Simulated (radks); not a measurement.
The numbers below are computed, except where a source is named.
Charge is removed step by step from the 5s up level of the zirconium ion Zr+, starting from [Kr] 4d2 5s(up 1, down 0). Level of theory: non-relativistic Kohn-Sham, r2SCAN, spin-polarised, spherical densities, point nucleus; open shells are filled with parallel spins first (spin-orbit coupling, left out, can overturn this in heavy ions); meta-GGA in the generalised Kohn-Sham scheme; relativity is left out, which matters for an element this heavy (a radial shooting solver on a logarithmic mesh with Libxc functionals).

removed (e) = 0: E - E(0) (eV) 0.000; eigenvalue (eV) -10.439; E minus straight line (eV) 0.000
removed (e) = 0.1: E - E(0) (eV) 1.070; eigenvalue (eV) -10.966; E minus straight line (eV) -0.227
removed (e) = 0.2: E - E(0) (eV) 2.193; eigenvalue (eV) -11.482; E minus straight line (eV) -0.401
removed (e) = 0.3: E - E(0) (eV) 3.366; eigenvalue (eV) -11.985; E minus straight line (eV) -0.525
removed (e) = 0.4: E - E(0) (eV) 4.589; eigenvalue (eV) -12.475; E minus straight line (eV) -0.599
removed (e) = 0.5: E - E(0) (eV) 5.861; eigenvalue (eV) -12.966; E minus straight line (eV) -0.624
removed (e) = 0.6: E - E(0) (eV) 7.183; eigenvalue (eV) -13.477; E minus straight line (eV) -0.599
removed (e) = 0.7: E - E(0) (eV) 8.556; eigenvalue (eV) -13.974; E minus straight line (eV) -0.523
removed (e) = 0.8: E - E(0) (eV) 9.978; eigenvalue (eV) -14.470; E minus straight line (eV) -0.398
removed (e) = 0.9: E - E(0) (eV) 11.450; eigenvalue (eV) -14.965; E minus straight line (eV) -0.224
removed (e) = 1: E - E(0) (eV) 12.971; eigenvalue (eV) -15.447; E minus straight line (eV) 0.000

Removing the whole electron costs 12.971 eV by Delta-SCF, against 10.439 eV from minus the eigenvalue at the starting occupation. Slater's transition state (half an electron removed) gives 12.966 eV. Integrating minus the eigenvalue over the occupation (Janak's theorem) gives 12.970 eV. The mean slope of the eigenvalue, de/dn, is 5.01 eV per electron. Ionisation energy of Zr+ in the NIST Atomic Spectra Database: 13.130 eV (measured).
